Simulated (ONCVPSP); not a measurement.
## What one change does to a pseudopotential (selenium, ONCV)

| Quantity | Value |
| --- | --- |
| Element | selenium (Se) |
| Generator | ONCVPSP 4.0.1 |
| Type | optimised norm-conserving Vanderbilt (ONCV) |
| Functional | LDA (Perdew-Wang 92) |
| Relativity | scalar-relativistic |
| Frozen core | [Ar] 3d10 |
| Valence charge | 6 |
| Reference configuration | 4s2 4p3 (charge +1) |
| Partial waves | 4s: rc 1.45 bohr, ncon 5, nbas 9, qcut 5.1 1/bohr, 2 projectors, debl 1.6 Ha; 4p: rc 1.55 bohr, ncon 3, nbas 6, qcut 4.9 1/bohr, 1 projector |
| Local potential | polynomial inside 1.35 bohr (lpopt 5, dvloc0 0 Ha) |
| Core correction | none |

All-electron outer shells of the reference configuration (LDA (PZ), scalar-relativistic, ld1.x):

```csv
shell,level (eV),outermost node (bohr),outermost maximum (bohr)
3p,-163.22,0.21,0.50
3d,-63.88,–,0.45
4s,-27.08,0.70,1.49
4p,-15.59,0.74,1.75
```

Change: core correction Teter function fitted to the true core (icmod 2), fcfact 0.3.

Cutoffs: the cutoffs (Ha) at which the residual kinetic energy of the hardest occupied pseudo-wave falls to 1 and 0.1 mHa per electron; they do not see the model core or the augmentation charge, which bear on the density cutoff. Errors are all-electron minus pseudo energies relative to the spin-unpolarised reference configuration.

Task: Predict the effect on cutoff, ghosts and configuration errors.

Result: The potential gets neither clearly harder nor softer (12 Ha and 78 Ha → 12 Ha and 78 Ha); both files keep a bound ghost (s); of the 4 tests that both files solve, the error grows in 0 and shrinks in 4 by more than 15 % and 0.3 meV (median size 7.1 → 3.6 meV). Exchange and correlation are not linear in the density, so unscreening with the valence charge alone errs where core and valence overlap; a model core restores that term. A model core, the more so a compact one, raises the density cutoff, which this test does not measure.

| quantity | base | changed |
| --- | --- | --- |
| cutoff, loose | 12 Ha | 12 Ha |
| cutoff, tight | 78 Ha | 78 Ha |
| bound ghosts | s | s |
| GHOST(+) flags under 300 eV | none | none |
| error for 4s2 4p4, meV [ΔE -11.00 eV] | +6.4 | +4.0 |
| error for 4s2 4p2, meV [ΔE 20.55 eV] | +7.3 | -1.7 |
| error for 4s2 4p1, meV [ΔE 51.71 eV] | +49 | -13 |
| error for 4s1 4p4, meV [ΔE 11.59 eV] | +6.9 | -3.2 |
| s: phases at 1.47 bohr within 0.05 rad from the reference energy up to (Ha; the scan ends near 5) | to the end of the scan | to the end of the scan |
| p: phases at 1.57 bohr within 0.05 rad from the reference energy up to (Ha; the scan ends near 5) | 1.5 | 1.5 |

 A true bound ghost makes a file unfit for plane-wave use even where its test errors are small: the radial tests pick states by their node count and pass the ghost by.
